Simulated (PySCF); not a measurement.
Calculation: TPSSh-D3(BJ)/def2-TZVP // r2SCAN-D4/def2-SVP run with PySCF. Isolated molecules, 0 K electronic values unless said otherwise. 

Reference species: [W(Cl)6] (neutral, multiplicity 1).

```json
{
  "coordination_number": "6",
  "LUMO": "-5.59 eV",
  "HOMO": "-8.51 eV"
}
```

After one change: the coordination number stays essentially unchanged; the LUMO rises by 0.25 eV; the HOMO decreases by 0.61 eV.

Q: What was changed between the two runs? The new species is one of these.
(A) [W(Cl)3(F)3]
(B) [W(Cl)(F)5]
(C) [W(Cl)5(F)]
(D) [W(F)6]

A: A, [W(Cl)3(F)3]
